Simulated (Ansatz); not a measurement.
Spin gap between two states, R1 and P1; the higher of the two is an excited state, each structure at its B3LYP-D3(BJ)/def2-TZVP stationary point, reached from a drawn start (curvature not checked).
R1, SiH2 (SMILES [SiH2]) (charge 0, multiplicity 1):
```xyz
3

Si     0.0000     0.0000    -0.7087
H      1.0908     0.0000     0.3544
H     -1.0908     0.0000     0.3544
```
P1, SiH2 (SMILES [SiH2]) (charge 0, multiplicity 3):
```xyz
3

Si     0.0000     0.0000    -0.5066
H      1.2755     0.0000     0.2533
H     -1.2755     0.0000     0.2533
```

P less R. No zero-point or thermal terms; singlets are restricted closed shells; open shells are unrestricted.

Cores are frozen in the correlated methods.

Programs: Ansatz (an electronic-structure program) with Gaussian orbitals. No computed number here is a measurement.

**Question.** Predict the spin gap from MP2/cc-pV(D+d)Z.

**Answer.** 14.6 kcal/mol

**Question.** Predict the spin gap from SVWN5/def2-TZVPP.

**Answer.** 19.0 kcal/mol

**Question.** Predict the spin gap from BLYP/def2-TZVPP.

**Answer.** 21.3 kcal/mol
